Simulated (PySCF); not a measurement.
A PySCF script (with the pyscf-properties extension) for the NMR shieldings of `InChI=1S/C6H13ClSi/c1-5-4-8-6(5)2-3-7/h5-6H,2-4,8H2,1H3/t5-,6+/m1/s1`, on a GFN2-xTB geometry:

```python
import basis_set_exchange as bse
import numpy as np
from pyscf import gto, dft
from pyscf.prop import nmr

atoms = """
C    -0.332652   -1.510850    1.401810
C    -0.733004   -0.314020    0.555923
C    -2.073130   -0.510405   -0.192248
Si   -1.304096    0.070239   -1.837822
C     0.200833   -0.037034   -0.649763
C     1.099682    1.186653   -0.522604
C     2.170910    0.982574    0.535724
Cl    3.245083    2.407622    0.635035
H     0.638194   -1.353738    1.867971
H    -0.275025   -2.406794    0.786047
H    -1.065936   -1.683686    2.187716
H    -0.789154    0.572953    1.192058
H    -2.383832   -1.553830   -0.188979
H    -2.893299    0.071208    0.221445
H    -1.324795   -0.855784   -2.968646
H    -1.642865    1.428709   -2.259169
H     0.832280   -0.907891   -0.842234
H     0.500907    2.062062   -0.263170
H     1.580645    1.386257   -1.483074
H     1.735325    0.854588    1.526010
H     2.805010    0.128107    0.297500
"""
names = dict.fromkeys(["C", "Si", "Cl", "H"], "pcSseg-1")
basis = {el: gto.basis.parse(bse.get_basis(n, elements=[el], fmt="nwchem")) for el, n in names.items()}
mol = gto.M(atom=atoms, basis=basis, charge=0, verbose=0)
mf = dft.RKS(mol, xc="PBE0")
mf.grids.level = 2
mf.grids.alignment = dft.numint.BLKSIZE   # the property module wants whole blocks of grid points
mf.conv_tol = 1e-9
mf.kernel()

calc = nmr.RKS(mf)   # GIAO
C = mf.mo_coeff
Co = C[:, mf.mo_occ > 0]
resp = mf.gen_response(singlet=True, hermi=2)
def vind(x):   # induced exchange potential for any number of trial vectors
    d = np.einsum("pi,xij,qj->xpq", C, 2 * x.reshape(-1, C.shape[1], Co.shape[1]), Co, optimize=True)
    return np.einsum("xpq,pi,qj->xij", resp(d - d.transpose(0, 2, 1)), C, Co, optimize=True).ravel()
mo1, _ = nmr.rhf.solve_mo1(calc, with_cphf=vind)
sigma = calc.kernel(mo1)
for i, s in enumerate(sigma):   # ppm
    print("%2d %-2s %9.2f" % (i, mol.atom_pure_symbol(i), np.trace(s) / 3))
```

Problem. What does it print?

Solution. 
```
 0 C     157.20
 1 C     148.22
 2 C     172.23
 3 Si    391.63
 4 C     151.90
 5 C     142.85
 6 C     136.74
 7 Cl    854.85
 8 H      30.67
 9 H      30.68
10 H      30.40
11 H      29.70
12 H      30.83
13 H      30.08
14 H      27.01
15 H      27.28
16 H      30.62
17 H      29.79
18 H      29.85
19 H      28.16
20 H      28.53
```

These numbers come from an equivalent density-fitted implementation of the same equations, which agrees with the script to about 0.01 ppm for H and up to a few tenths of a ppm for heavy atoms, so last digits may differ.

Problem. Turn these shieldings into chemical shifts. References, each an isolated molecule treated in the same way: TMS for 13C (σ = 186.93 ppm) and 29Si (σ = 349.16 ppm) and 1H (σ = 31.72 ppm); 35Cl (σ = 949.78 ppm) vs HCl.

Solution. Averaging equivalent atoms: C 6: 50.2; C 5: 44.1; C 1: 38.7; C 4: 35.0; C 0: 29.7; C 2: 14.7; Si 3: -42.5; Cl 7: 95; H 14: 4.71; H 15: 4.44; H 19: 3.56; H 20: 3.18; H 11: 2.02; H 17: 1.93; H 18: 1.86; H 13: 1.64; H 8/9/10: 1.13; H 16: 1.10; H 12: 0.89 ppm. 

Size and cost of the density-fitted run: 215 basis functions, 67 s wall time on 1 thread of an Arm Neoverse N1, shared host; peak memory 1 GiB.
